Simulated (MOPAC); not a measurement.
Job for MOPAC: PM3 on H4OSi (SMILES O[SiH3]), a point of a torsion scan.

```
PM3 1SCF PRECISE CHARGE=0 THREADS=1
H4OSi

O      1.09649395 1    -0.48318019 1    -0.25851625 1
Si    -0.42456901 1     0.01718419 1     0.02592035 1
H      1.86130579 1     0.03362508 1    -0.02721390 1
H     -0.44827834 1     1.46987458 1     0.20834053 1
H     -0.90955777 1    -0.62811744 1     1.24559396 1
H     -1.16737984 1    -0.40808664 1    -1.15181800 1
```

It printed:

```
*******************************************************************************
 **                                                                           **
 **                              MOPAC v23.2.5                                **
 **                                                                           **
 *******************************************************************************
 ** MOPAC's Digital Object Identifier: https://doi.org/10.5281/zenodo.6511958 **
 **                                                                           **
 ** Please cite the open-source release paper for use of this MOPAC version:  **
 ** J. E. Moussa and J. J. P. Stewart (2026)                                  **
 ** MOPAC: An open-source semiempirical molecular orbital program             **
 ** J. Open Source Softw., 11(119), 8025, https://doi.org/10.21105/joss.08025 **
 *******************************************************************************

                              PM3 CALCULATION RESULTS

 *******************************************************************************
 *  PM3        - The PM3 Hamiltonian to be used
 *
 *
 *
 *                 CHARGE ON SYSTEM = 0
 *
 *
 *
 *  PRECISE    - TIGHTER CRITERIA TO BE USED
 *  1SCF       - DO 1 SCF AND THEN STOP
 *  THREADS=1  - MULTI-THREADING NOT USED
 *  T=         - A TIME OF 172800.0 SECONDS REQUESTED
 *  DUMP=N     - RESTART FILE WRITTEN EVERY 7200.0 SECONDS REQUESTED
 *******************************************************************************
PM3 1SCF PRECISE CHARGE=0 THREADS=1
 H4OSi

   ATOM   CHEMICAL          X               Y               Z
  NUMBER   SYMBOL      (ANGSTROMS)     (ANGSTROMS)     (ANGSTROMS)

     1       O          1.09649395  *  -0.48318019  *  -0.25851625  *
     2      Si         -0.42456901  *   0.01718419  *   0.02592035  *
     3       H          1.86130579  *   0.03362508  *  -0.02721390  *
     4       H         -0.44827834  *   1.46987458  *   0.20834053  *
     5       H         -0.90955777  *  -0.62811744  *   1.24559396  *
     6       H         -1.16737984  *  -0.40808664  *  -1.15181800  *



          CARTESIAN COORDINATES

    NO.       ATOM           X           Y           Z

     1         O          1.0965     -0.4832     -0.2585
     2        Si         -0.4246      0.0172      0.0259
     3         H          1.8613      0.0336     -0.0272
     4         H         -0.4483      1.4699      0.2083
     5         H         -0.9096     -0.6281      1.2456
     6         H         -1.1674     -0.4081     -1.1518

  H: (PM3): J. J. P. STEWART, J. COMP. CHEM. 10, 209 (1989).
  O: (PM3): J. J. P. STEWART, J. COMP. CHEM. 10, 209 (1989).
 Si: (PM3): J. J. P. STEWART, J. COMP. CHEM. 10, 209 (1989).

           Empirical Formula: H4 O Si  =     6 atoms



      MOLECULAR POINT GROUP   :   C1


      RHF CALCULATION, NO. OF DOUBLY OCCUPIED LEVELS = 7


 -------------------------------------------------------------------------------
 PM3 1SCF PRECISE CHARGE=0 THREADS=1
 H4OSi



     1SCF WAS SPECIFIED, SO BFGS WAS NOT USED
     SCF FIELD WAS ACHIEVED


                              PM3 CALCULATION
                                                       MOPAC v23.2.5 Linux




          FINAL HEAT OF FORMATION =        -58.10011 KCAL/MOL =    -243.09086 KJ/MOL


          COSMO AREA              =         87.14 SQUARE ANGSTROMS
          COSMO VOLUME            =         72.71 CUBIC ANGSTROMS

          IONIZATION POTENTIAL    =         10.012783 EV
          HOMO LUMO ENERGIES (EV) =        -10.013  0.982
          NO. OF FILLED LEVELS    =          7
          MOLECULAR WEIGHT        =         48.1165         POINT GROUP:  C1

          MOLECULAR DIMENSIONS (Angstroms)

            Atom       Atom       Distance
            H     6    H     3     3.26079
            H     4    H     5     2.35887
            H     5    O     1     1.86856


          SCF CALCULATIONS        =          1





   ATOM   CHEMICAL          X               Y               Z
  NUMBER   SYMBOL      (ANGSTROMS)     (ANGSTROMS)     (ANGSTROMS)

     1       O          1.09649395  *  -0.48318019  *  -0.25851625  *
     2      Si         -0.42456901  *   0.01718419  *   0.02592035  *
     3       H          1.86130579  *   0.03362508  *  -0.02721390  *
     4       H         -0.44827834  *   1.46987458  *   0.20834053  *
     5       H         -0.90955777  *  -0.62811744  *   1.24559396  *
     6       H         -1.16737984  *  -0.40808664  *  -1.15181800  *

                             CARTESIAN COORDINATES

   1    O        1.096493950    -0.483180190    -0.258516250
   2   Si       -0.424569010     0.017184190     0.025920350
   3    H        1.861305790     0.033625080    -0.027213900
   4    H       -0.448278340     1.469874580     0.208340530
   5    H       -0.909557770    -0.628117440     1.245593960
   6    H       -1.167379840    -0.408086640    -1.151818000


           Empirical Formula: H4 O Si  =     6 atoms



      MOLECULAR POINT GROUP   :   C1


                  EIGENVALUES
 -35.84194 -17.39432 -15.49601 -13.48406 -12.75052 -10.68871 -10.01278   0.98156
   1.85304   2.43461   2.65054   5.63536


              NET ATOMIC CHARGES AND DIPOLE CONTRIBUTIONS

  ATOM NO.   TYPE          CHARGE      No. of ELECS.   s-Pop       p-Pop
    1          O          -0.511448        6.5114     1.73488     4.77656
    2         Si           0.718011        3.2820     0.89969     2.38230
    3          H           0.202940        0.7971     0.79706
    4          H          -0.151672        1.1517     1.15167
    5          H          -0.139889        1.1399     1.13989
    6          H          -0.117943        1.1179     1.11794
 DIPOLE           X         Y         Z       TOTAL
 POINT-CHG.    -0.744     0.861     0.362     1.195
 HYBRID         0.674     0.375     0.179     0.791
 SUM           -0.071     1.236     0.541     1.351


          ATOMIC ORBITAL ELECTRON POPULATIONS

     Atom    s        px        py        pz
    1  O   1.73488   1.25191   1.64405   1.88061
    2 Si   0.89969   0.68768   0.83134   0.86327
    3  H   0.79706
    4  H   1.15167
    5  H   1.13989
    6  H   1.11794

 **********************
 *                    *
 * JOB ENDED NORMALLY *
 *                    *
 **********************




 == MOPAC DONE ==
```

The run finished.

Cost: around 0.04 core-seconds (rough).
